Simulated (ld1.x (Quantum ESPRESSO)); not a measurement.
## bismuth (Bi): variants of one TM potential

Base potential:

- Element: bismuth (Bi)
- Generator: ld1.x (Quantum ESPRESSO) 7.5
- Type: norm-conserving Troullier–Martins (Kleinman–Bylander form)
- Functional: LDA (PZ)
- Relativity: non-relativistic
- Frozen core: [Xe] 4f14
- Valence charge: 15
- Reference configuration: 5d10 6s2 6p1.5 (charge +1.5)
- Partial waves: 6s (bound): rc 1.60 bohr; 6p (bound): rc 1.75 bohr; 5d (bound): rc 1.85 bohr
- Local potential: all-electron potential smoothed inside 1.30 bohr (lloc = -2)
- Core correction: Bessel-smoothed model core inside 1.35 bohr

Cutoffs, loose and tight: the cutoffs (Ry, on a coarse ladder) from which the occupation-weighted sum of valence levels, in a spherical-Bessel basis at the reference potential, stays within 10 and 1 mRy of its value at 400 Ry. They do not see the model core or the augmentation charge, which bear on the density cutoff. Test errors are all-electron minus pseudo excitation energies from the reference, over the configurations 5d10 6s2 6p3; 5d10 6s2 6p2; 5d10 6s2 6p1; 5d10 6s1 6p0; 5d10 6s0 6p5; 5d10 6s1 6p4; 5d10 6s1 6p3 (two spin-polarised tests are not counted in the largest error). A dash means not determined; rows that change the core or the reference have their own tests. The largest error is taken over the tests solved by every variant that gives reliable tests at all: 5d10 6s0 6p5; 5d10 6s1 6p0; 5d10 6s1 6p3; 5d10 6s1 6p4; 5d10 6s2 6p1; 5d10 6s2 6p2.

A true bound ghost makes a file unfit for plane-wave use even where its test errors are small: the radial tests pick states by their node count and pass the ghost by. Where a test does run into it, the solver fails or the error is huge.

```tsv
change	outcome	cutoff, loose	cutoff, tight	bound ghosts	largest test error (meV)
base	generated	80 Ry	140 Ry	s, p	-45
wave 5d (bound): rc 1.85 bohr becomes 5d (bound): rc 1.56 bohr	generated	80 Ry	140 Ry	s, p	-45
wave 5d (bound): rc 1.85 bohr becomes 5d (bound): rc 1.76 bohr	generated	80 Ry	140 Ry	s, p	-45
wave 5d (bound): rc 1.85 bohr becomes 5d (bound): rc 2.22 bohr	generated	80 Ry	140 Ry	s, p	-38
wave 5d (bound): rc 1.85 bohr becomes 5d (bound): rc 2.36 bohr	generated	80 Ry	140 Ry	s, p	-42
wave 5d (bound): rc 1.85 bohr becomes 5d (bound): rc 2.58 bohr	generated	80 Ry	140 Ry	s, p	-50
wave 5d (bound): rc 1.85 bohr becomes 5d (bound): rc 2.80 bohr	generated	80 Ry	140 Ry	s, p	-52
```

Q: What comes out with this change to the base: wave 5d (bound): rc 1.85 bohr becomes 5d (bound): rc 1.40 bohr?

A: outcome: generated; cutoff, loose: 90 Ry; cutoff, tight: 140 Ry; bound ghosts: s, p; largest test error (meV): -45.

Q: What comes out with this change to the base: wave 5d (bound): rc 1.85 bohr becomes 5d (bound): rc 2.02 bohr?

A: outcome: generated; cutoff, loose: 80 Ry; cutoff, tight: 140 Ry; bound ghosts: s, p; largest test error (meV): -32.

Q: What comes out with this change to the base: wave 5d (bound): rc 1.85 bohr becomes 5d (bound): rc 1.26 bohr?

A: outcome: generated; cutoff, loose: 90 Ry; cutoff, tight: 140 Ry; bound ghosts: s, p; largest test error (meV): -29.

Reading the sweep of the d radius (base included, trends over the rows without a ghost): Bound ghosts are found at 1.26, 1.4, 1.56, 1.76, 1.85, 2.02, 2.22, 2.36, 2.58, 2.8 bohr. Every judged row has one, so this setting neither creates nor removes them.
